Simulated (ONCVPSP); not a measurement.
**nitrogen (N): from the effect back to the setting (ONCV)**

Base potential:

nitrogen, optimised norm-conserving Vanderbilt (ONCV), made with ONCVPSP 4.0.1 (PBE, scalar-relativistic). Core [He], reference 2s2 2p2 (charge +1). Waves: 2s: rc 0.75 bohr, ncon 5, nbas 9, qcut 7.6 1/bohr, 2 projectors, debl 3.3 Ha; 2p: rc 2.10 bohr, ncon 4, nbas 8, qcut 7 1/bohr, 2 projectors, debl 2.5 Ha; d scattering state at 0.32 Ha: rc 2.00 bohr, ncon 4, nbas 8, qcut 4.2 1/bohr, 2 projectors, debl 3.5 Ha. Local part: polynomial inside 0.55 bohr (lpopt 1, dvloc0 0 Ha). Core correction: Teter function, fcfact 4.5, rcfact 1.5.

Cutoffs, loose and tight: the cutoffs (Ha) at which the residual kinetic energy of the hardest occupied pseudo-wave falls to 1 and 0.1 mHa per electron. They do not see the model core or the augmentation charge, which bear on the density cutoff. Test errors are all-electron minus pseudo excitation energies from the reference, over the configurations 2s2 2p3; 2s2 2p1; 2s2 2p0; 2s1 2p4; variants that change the core or the reference have their own tests.

Only the qcut of the p channel is moved:

```tsv
qcut of the p channel (1/bohr)	cutoff, loose	cutoff, tight	bound ghosts	largest test error (meV)	median size of the test errors
4	174 Ha	379 Ha	none	+2993	499.3 meV
4.8	174 Ha	379 Ha	none	+2327	371.4 meV
5.4	174 Ha	379 Ha	none	+1956	306.1 meV
7.1	174 Ha	379 Ha	none	+1303	195.1 meV
7.9	174 Ha	379 Ha	none	+1108	163.0 meV
8.5	174 Ha	379 Ha	none	+980	142.6 meV
9.1	174 Ha	379 Ha	none	+931	134.7 meV
9.7	174 Ha	379 Ha	none	+873	126.0 meV
10.3	174 Ha	379 Ha	none	+852	122.5 meV
```

**Question.** One more run gave cutoff, loose: 174 Ha; cutoff, tight: 379 Ha; bound ghosts: none; largest test error (meV): +1483; median size of the test errors: 224.9 meV. Which value of the qcut of the p channel was used?

**Answer.** 6.5 1/bohr. The median size of the test errors moves one way along this sweep, from 499.3 meV at 4 to 122.5 meV at 10.3 1/bohr, which places the run between 5.4 and 7.1 1/bohr.
